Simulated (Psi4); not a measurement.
CuF2, doublet, geometry from GFN2-xTB (such geometries of metal compounds can be far from the true shape), with bond 3-1 at 1.5 times its length; HF/def2-SV(P) run with Psi4.

Psi4 was given this input:
```
memory 2 GB

molecule mol {
0 2
  Cu    0.000000    0.000000    0.000000
  F     0.000000    0.000000    1.701134
  F     0.000000    0.000000   -2.551700
}

set basis def2-sv(p)
set reference uhf
set stability_analysis follow
set scf_type pk

energy('scf')
print_variables()
```

Output, abridged:

```
   => Loading Basis Set <=

    Name: DEF2-SV(P)
    Role: ORBITAL
    Keyword: BASIS

         ---------------------------------------------------------
                                   SCF
               by Justin Turney, Rob Parrish, Andy Simmonett
                          and Daniel G. A. Smith
                              UHF Reference
         ---------------------------------------------------------

  ==> Geometry <==

    Molecular point group: c2v
    Full point group: C_inf_v

    Geometry (in Angstrom), charge = 0, multiplicity = 2:

       Center              X                  Y                   Z               Mass
    ------------   -----------------  -----------------  -----------------  -----------------
         CU           0.000000000000     0.000000000000     0.160110685973    62.929597720000
         F            0.000000000000     0.000000000000     1.861244685973    18.998403162730
         F            0.000000000000     0.000000000000    -2.391589314027    18.998403162730

  Running in c2v symmetry.

  Rotational constants: A = ************  B =      0.09573  C =      0.09573 [cm^-1]
  Rotational constants: A = ************  B =   2869.95097  C =   2869.95097 [MHz]
  Nuclear repulsion =  145.395641015448518

  Charge       = 0
  Multiplicity = 2
  Electrons    = 47
  Nalpha       = 24
  Nbeta        = 23

  ==> Algorithm <==

  SCF Algorithm Type is PK.
  DIIS enabled.
  MOM disabled.
  Fractional occupation disabled.
  Guess Type is SAD.
  Energy threshold   = 1.00e-06
  Density threshold  = 1.00e-06
  Integral threshold = 1.00e-12

  ==> Primary Basis <==

  Basis Set: DEF2-SV(P)
    Blend: DEF2-SV(P)
    Number of shells: 22
    Number of basis functions: 52
    Number of Cartesian functions: 56
    Spherical Harmonics?: true
    Max angular momentum: 2

  ==> Integral Setup <==

  Using in-core PK algorithm.
   Calculation information:
      Number of atoms:                   3
      Number of AO shells:              22
      Number of primitives:             52
      Number of atomic orbitals:        56
      Number of basis functions:        52

      Integral cutoff                 1.00e-12
      Number of threads:                 1

  Performing in-core PK
  Using 1900262 doubles for integral storage.
  We computed 24600 shell quartets total.
  Whereas there are 32131 unique shell quartets.

  ==> DiskJK: Disk-Based J/K Matrices <==

    J tasked:                  Yes
    K tasked:                  Yes
    wK tasked:                  No
    Schwarz Cutoff:          1E-12

  Minimum eigenvalue in the overlap matrix is 4.3533844632E-02.
  Reciprocal condition number of the overlap matrix is 1.6023610575E-02.
    Using symmetric orthogonalization.

  ==> Pre-Iterations <==

  SCF Guess: Superposition of Atomic Densities via on-the-fly atomic UHF (no occupation information).

   -------------------------
    Irrep   Nso     Nmo
   -------------------------
     A1        26      26
     A2         4       4
     B1        11      11
     B2        11      11
   -------------------------
    Total      52      52
   -------------------------

  ==> Iterations <==

                        Total Energy        Delta E     RMS |[F,P]|

   @UHF iter SAD: -1832.88480708657971   -1.83288e+03   0.00000e+00
    Occupation by irrep:
             A1    A2    B1    B2
    DOCC [    13,    0,    5,    5 ]
    SOCC [     1,    0,    0,    0 ]
    NA   [    14,    0,    5,    5 ]
    NB   [    13,    0,    5,    5 ]

   @UHF iter   1: -1835.65057571676925   -2.76577e+00   6.37987e-02 DIIS/ADIIS
    Occupation by irrep:
             A1    A2    B1    B2
    DOCC [    12,    1,    5,    5 ]
    SOCC [     1,    0,    0,    0 ]
    NA   [    13,    1,    5,    5 ]
    NB   [    12,    1,    5,    5 ]

   @UHF iter   2: -1820.83241653732739    1.48182e+01   1.79201e-01 ADIIS
   @UHF iter   3: -1836.55426418119600   -1.57218e+01   5.55521e-02 DIIS/ADIIS
   @UHF iter   4: -1837.32410745524112   -7.69843e-01   7.62652e-03 DIIS/ADIIS
   @UHF iter   5: -1837.35181099314468   -2.77035e-02   3.12826e-03 DIIS/ADIIS
   @UHF iter   6: -1837.35810690572043   -6.29591e-03   1.40701e-03 DIIS/ADIIS
   @UHF iter   7: -1837.35964237640655   -1.53547e-03   3.80942e-04 DIIS/ADIIS
   @UHF iter   8: -1837.35985183509069   -2.09459e-04   1.17277e-04 DIIS/ADIIS
   @UHF iter   9: -1837.35987720998219   -2.53749e-05   1.05410e-04 DIIS/ADIIS
   @UHF iter  10: -1837.35989712707897   -1.99171e-05   7.85880e-05 DIIS
   @UHF iter  11: -1837.35991532088474   -1.81938e-05   7.92812e-05 DIIS
   @UHF iter  12: -1837.35985967977831    5.56411e-05   7.55109e-05 DIIS
   @UHF iter  13: -1837.35958703558344    2.72644e-04   1.49649e-04 DIIS/ADIIS
   @UHF iter  14: -1837.35958297929324    4.05629e-06   6.08942e-05 DIIS
   @UHF iter  15: -1837.35944385925268    1.39120e-04   2.04781e-04 DIIS/ADIIS
   @UHF iter  16: -1837.35941414373178    2.97155e-05   1.87435e-04 DIIS/ADIIS
   @UHF iter  17: -1837.35940719736141    6.94637e-06   1.31154e-04 DIIS/ADIIS
   @UHF iter  18: -1837.35938103487092    2.61625e-05   3.06473e-05 DIIS
   @UHF iter  19: -1837.35937360836533    7.42651e-06   3.82759e-05 DIIS
   @UHF iter  20: -1837.35910719255935    2.66416e-04   3.78388e-04 DIIS/ADIIS
   @UHF iter  21: -1837.35933655718964   -2.29365e-04   4.10759e-05 DIIS
   @UHF iter  22: -1837.35919142548846    1.45132e-04   2.22519e-04 DIIS/ADIIS
   @UHF iter  23: -1837.35915831518878    3.31103e-05   2.73949e-04 DIIS/ADIIS
   @UHF iter  24: -1837.35925942297354   -1.01108e-04   1.82592e-04 DIIS/ADIIS
   @UHF iter  25: -1837.35931569343074   -5.62705e-05   6.92265e-05 DIIS
   @UHF iter  26: -1837.35932268008492   -6.98665e-06   8.53575e-05 DIIS
   @UHF iter  27: -1837.35937149871415   -4.88186e-05   2.70736e-05 DIIS
   @UHF iter  28: -1837.35938756115979   -1.60624e-05   4.04855e-05 DIIS
   @UHF iter  29: -1837.35940248529846   -1.49241e-05   5.80913e-05 DIIS
   @UHF iter  30: -1837.35937239759915    3.00877e-05   6.37472e-05 DIIS
[...]
   @UHF iter  41: -1837.35935276207329    6.19712e-05   9.08465e-05 DIIS
   @UHF iter  42: -1837.35936477011501   -1.20080e-05   8.28068e-05 DIIS
   @UHF iter  43: -1837.35935842740673    6.34271e-06   8.88736e-05 DIIS
   @UHF iter  44: -1837.35936183160402   -3.40420e-06   8.56847e-05 DIIS
   @UHF iter  45: -1837.35932534163362    3.64900e-05   1.20632e-04 DIIS/ADIIS
   @UHF iter  46: -1837.35931974937307    5.59226e-06   1.24248e-04 DIIS/ADIIS
   @UHF iter  47: -1837.35930191029593    1.78391e-05   1.40556e-04 DIIS/ADIIS
   @UHF iter  48: -1837.35931328166953   -1.13714e-05   1.38214e-04 DIIS/ADIIS
   @UHF iter  49: -1837.35935937199065   -4.60903e-05   9.07307e-05 DIIS
   @UHF iter  50: -1837.35936458127094   -5.20928e-06   8.41233e-05 DIIS
   @UHF iter  51: -1837.35942291142442   -5.83302e-05   1.41802e-04 DIIS/ADIIS
   @UHF iter  52: -1837.35938502823251    3.78832e-05   7.17120e-05 DIIS
   @UHF iter  53: -1837.35939790594171   -1.28777e-05   8.48784e-05 DIIS
   @UHF iter  54: -1837.35936942313515    2.84828e-05   7.59152e-05 DIIS
   @UHF iter  55: -1837.35937467495887   -5.25182e-06   7.27051e-05 DIIS
   @UHF iter  56: -1837.35937449039989    1.84559e-07   7.21518e-05 DIIS
   @UHF iter  57: -1837.35936834461495    6.14578e-06   7.56081e-05 DIIS
   @UHF iter  58: -1837.35936645793163    1.88668e-06   7.78595e-05 DIIS
   @UHF iter  59: -1837.35937151744997   -5.05952e-06   7.35654e-05 DIIS
   @UHF iter  60: -1837.35937559264676   -4.07520e-06   7.17354e-05 DIIS
   @UHF iter  61: -1837.35937538064354    2.12003e-07   7.19446e-05 DIIS
   @UHF iter  62: -1837.35937649750826   -1.11686e-06   7.16842e-05 DIIS
   @UHF iter  63: -1837.35937420360051    2.29391e-06   6.89539e-05 DIIS
   @UHF iter  64: -1837.35937870578095   -4.50218e-06   4.09860e-05 DIIS
   @UHF iter  65: -1837.35935891775898    1.97880e-05   6.88870e-05 DIIS
   @UHF iter  66: -1837.35936413918307   -5.22142e-06   6.26920e-05 DIIS
   @UHF iter  67: -1837.35937362405298   -9.48487e-06   4.76815e-05 DIIS
   @UHF iter  68: -1837.35937842086901   -4.79682e-06   4.28440e-05 DIIS
   @UHF iter  69: -1837.35937095919121    7.46168e-06   5.09191e-05 DIIS
   @UHF iter  70: -1837.35936172747120    9.23172e-06   6.51149e-05 DIIS
   @UHF iter  71: -1837.35937426372175   -1.25363e-05   4.98532e-05 DIIS
   @UHF iter  72: -1837.35939236742865   -1.81037e-05   3.05756e-05 DIIS
   @UHF iter  73: -1837.35939514203073   -2.77460e-06   3.25560e-05 DIIS
   @UHF iter  74: -1837.35919907090147    1.96071e-04   2.16137e-04 DIIS/ADIIS
   @UHF iter  75: -1837.35942792376909   -2.28853e-04   1.65136e-04 DIIS/ADIIS
   @UHF iter  76: -1837.35935668633647    7.12374e-05   7.70021e-05 DIIS
   @UHF iter  77: -1837.35932227191756    3.44144e-05   1.10076e-04 DIIS/ADIIS
   @UHF iter  78: -1837.35936379533860   -4.15234e-05   7.77187e-05 DIIS
   @UHF iter  79: -1837.35936642522893   -2.62989e-06   7.42984e-05 DIIS
   @UHF iter  80: -1837.35937987669081   -1.34515e-05   6.33930e-05 DIIS
   @UHF iter  81: -1837.35937209667441    7.78002e-06   6.69610e-05 DIIS
   @UHF iter  82: -1837.35938713050064   -1.50338e-05   6.30819e-05 DIIS
   @UHF iter  83: -1837.35938624920118    8.81299e-07   6.43851e-05 DIIS
   @UHF iter  84: -1837.35939087478778   -4.62559e-06   6.97997e-05 DIIS
   @UHF iter  85: -1837.35938206129026    8.81350e-06   6.54601e-05 DIIS
   @UHF iter  86: -1837.35934020219429    4.18591e-05   1.01118e-04 DIIS/ADIIS
   @UHF iter  87: -1837.35934351541891   -3.31322e-06   9.80000e-05 DIIS
   @UHF iter  88: -1837.35933902032980    4.49509e-06   1.02338e-04 DIIS/ADIIS
   @UHF iter  89: -1837.35933292691880    6.09341e-06   1.08547e-04 DIIS/ADIIS
   @UHF iter  90: -1837.35936120900556   -2.82821e-05   8.26910e-05 DIIS
   @UHF iter  91: -1837.35928355335545    7.76557e-05   1.49655e-04 DIIS/ADIIS
   @UHF iter  92: -1837.35932892673418   -4.53734e-05   1.15064e-04 DIIS/ADIIS
   @UHF iter  93: -1837.35933365546043   -4.72873e-06   1.04791e-04 DIIS/ADIIS
   @UHF iter  94: -1837.35935562181135   -2.19664e-05   8.62792e-05 DIIS
   @UHF iter  95: -1837.35941624222482   -6.06204e-05   1.23062e-04 DIIS/ADIIS
   @UHF iter  96: -1837.35937467892882    4.15633e-05   7.20363e-05 DIIS
   @UHF iter  97: -1837.35939369778612   -1.90189e-05   7.67057e-05 DIIS
   @UHF iter  98: -1837.35939103115879    2.66663e-06   7.36536e-05 DIIS
   @UHF iter  99: -1837.35939308425122   -2.05309e-06   7.72656e-05 DIIS
   @UHF iter 100: -1837.35940063932912   -7.55508e-06   8.65746e-05 DIIS

PsiException: Could not converge SCF iterations in 100 iterations.

  Failed to converge.

Traceback (most recent call last):
  File "psi4", line 375, in <module>
  File "<string>", line 26, in <module>
  File "site-packages/psi4/driver/driver.py", line 533, in energy
  File "site-packages/psi4/driver/procrouting/proc.py", line 2760, in run_scf
  File "site-packages/psi4/driver/procrouting/proc.py", line 2047, in scf_helper
  File "site-packages/psi4/driver/procrouting/scf_proc/scf_iterator.py", line 93, in scf_compute_energy
  File "site-packages/psi4/driver/procrouting/scf_proc/scf_iterator.py", line 86, in scf_compute_energy
  File "site-packages/psi4/driver/procrouting/scf_proc/scf_iterator.py", line 609, in scf_iterate

psi4.driver.p4util.exceptions.SCFConvergenceError: Could not converge SCF iterations in 100 iterations.

Printing out the relevant lines from the Psithon --> Python processed input file:
    core.IO.set_default_namespace("mol")
    core.set_global_option("BASIS", "def2-sv(p)")
    core.set_global_option("REFERENCE", "uhf")
    core.set_global_option("STABILITY_ANALYSIS", "follow")
    core.set_global_option("SCF_TYPE", "pk")
--> energy('scf')
    print_variables()

!-------------------------------------------------------!
!                                                       !
!  Could not converge SCF iterations in 100 iterations. !
!                                                       !
!-------------------------------------------------------!
```

Convergence was not reached.
